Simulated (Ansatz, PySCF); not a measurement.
Reaction (SMILES): C[Si](C)(C)Cl + 3 [SiH4] (SiH4) → 3 C[SiH3] [methylsilane] + [SiH3]Cl [chlorosilane]
Geometries: B3LYP-D3(BJ)/def2-TZVP minima from Ansatz (a quantum-chemistry and plane-wave program). Frequencies are from Ansatz or PySCF.

Wanted: bond separation energy (0 K, with B3LYP-D3(BJ) harmonic zero-point energies), in eV. Cores are frozen in the correlated levels unless marked. No spin-orbit coupling. Non-relativistic. CBS(X,Y): correlation extrapolated as X^-3; Hartree-Fock from the larger set. The bracket is a focal-point correction in the basis named.

| level | program | bond separation energy (eV) |
|---|---|---|
| BLYP-D4/def2-TZVPD | Ansatz + dftd4 | 0.44 |
| revPBE-D4/def2-TZVPD | Ansatz + dftd4 | 0.44 |
| r2SCAN/def2-TZVPD | Ansatz | 0.39 |
| PBE0/STO-3G | Ansatz | 0.38 |
| PBE0/def2-SVP | Ansatz | 0.38 |
| PBE0-D3(BJ)/def2-TZVPD | Ansatz + dftd3 | 0.40 |
| PBE0/def2-TZVPD | Ansatz | 0.34 |
| HSE06/def2-TZVPD | Ansatz | 0.34 |
| B2GP-PLYP/def2-TZVPD | Ansatz | 0.38 |
| PBE-QIDH/def2-TZVPD | Ansatz | 0.39 |
| RPA@PBE/cc-pV(Q+d)Z | Ansatz | ___ |
| SCS-MP2/aug-cc-pV(T+d)Z | Ansatz | 0.40 |
| SCS-MP2/cc-pV(T+d)Z | Ansatz | 0.38 |
| CCSD/6-31G* | Ansatz | ___ |
| RI-MP2/CBS(cc-pV(T+d)Z,cc-pV(Q+d)Z)+[CCSD(T)-MP2]/cc-pV(T+d)Z | Ansatz | 0.40 |

Problem. What belongs in the gaps?

Solution. 
- RPA@PBE/cc-pV(Q+d)Z, bond separation energy (eV): 0.37
- CCSD/6-31G*, bond separation energy (eV): 0.45
